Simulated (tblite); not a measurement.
C₈H₆OS.
Structure used (GFN2-xTB), in Å, numbered top down from 1:
```
atom  x, y, z in Å
O1     3.0077   -0.7141   -0.0911
C2     1.7082   -0.3097   -0.0572
C3     1.4906    1.0966   -0.1274
C4     0.2379    1.6157   -0.1023
C5    -0.8773    0.7451   -0.0051
C6    -2.2149    1.0609    0.0359
S7    -3.1951   -0.3314    0.1569
C8    -1.8387   -1.3730    0.1567
C9    -0.6576   -0.6762    0.0661
C10    0.6645   -1.1827    0.0375
H11    3.0532   -1.6763   -0.0394
H12    2.3638    1.7250   -0.2013
H13    0.0726    2.6810   -0.1553
H14   -2.6679    2.0313    0.0012
H15   -1.9816   -2.4326    0.2223
H16    0.8270   -2.2507    0.0912
```

Computed values, GFN2-xTB/tblite, gas phase, harmonic and unscaled. Errors from tens to a few hundred cm⁻¹ against measured bands are possible. One conformer, not necessarily the lowest.

Harmonic wavenumbers (cm⁻¹): 117.4, 191.1, 285.0, 319.3, 369.9, 403.4, 425.3, 434.3, 461.2, 534.6, 579.6, 615.1, 672.9, 699.0, 711.3, 754.3, 803.9, 830.2, 847.6, 878.4, 893.9, 910.5, 966.3, 1105.1, 1134.1, 1139.5, 1144.2, 1216.9, 1231.4, 1310.5, 1365.6, 1403.6, 1465.5, 1535.8, 1540.9, 1628.9, 3064.3, 3088.5, 3111.1, 3165.2, 3167.8, 3523.2.

A = 3331, B = 780.1, C = 632.1 MHz; mass 150.014 u (most abundant isotopes); point group Cs, symmetry number 1.

Problem. Zero-point energy?

Solution. Half the sum of the wavenumbers: 25023 cm⁻¹ = 71.55 kcal/mol.

Problem. Give the ideal-gas entropy at 298.15 K and 1 bar in the rigid-rotor, harmonic-oscillator model (classical rotation).

Solution. Translation 40.95, rotation 29.66, vibration 16.86: S = 87.5 cal/(mol K).

Problem. And Cp and H(298.15 K) − H(0)?

Solution. Cp = 34.51 cal/(mol K), of which vibrations give 26.56 (their classical limit is 42 R = 83.5); H(298.15 K) − H(0) = 5.58 kcal/mol without the zero-point energy, 3.21 from vibrations.

Problem. How do the functions run with temperature in this model?

Solution. 
| T (K) | S (cal/(mol K)) | Cp (cal/(mol K)) | H − H(0) (kcal/mol) | G − H(0) (kcal/mol) | ln q(vib) |
| --- | --- | --- | --- | --- | --- |
| 150 | 70.2 | 17.8 | 1.71 | -8.82 | 0.80 |
| 250 | 81.9 | 29.2 | 4.05 | -16.42 | 2.22 |
| 400 | 99.1 | 44.5 | 9.62 | -30.00 | 5.03 |
| 600 | 119.9 | 58.2 | 20.01 | -51.95 | 9.24 |
| 900 | 146.0 | 69.8 | 39.40 | -91.98 | 15.48 |

q(vib) and H(0) count from the zero-point level.

Problem. What must be added to the electronic energy to get the Gibbs energy at 298.15 K and 1 bar?

Solution. ZPE + [H(298.15 K) − H(0)] − T·S = 71.55 + 5.58 − 26.08 = 51.05 kcal/mol.

Problem. Which modes carry the vibrational entropy at 298.15 K?

Solution. 117.4 cm⁻¹: 3.14; 191.1 cm⁻¹: 2.22; 285.0 cm⁻¹: 1.50; 319.3 cm⁻¹: 1.31; 369.9 cm⁻¹: 1.08; 403.4 cm⁻¹: 0.95 cal/(mol K); the other 36 give 6.65 together.

Problem. Blend soft modes into free rotors: weight 1/[1 + (100 cm⁻¹/ν̃)⁴] for the oscillator and the rest for a rotor with moment μB/(μ + B), μ = h/(8π²ν), B = 10⁻⁴⁴ kg m². What vibrational entropy results?

Solution. 16.73 cal/(mol K) in place of 16.86, which changes −T·S at 298.15 K by +0.04 kcal/mol.

Hindered rotation and anharmonicity are outside this model. Other conformers, if any are populated, would add a mixing term that is left out.
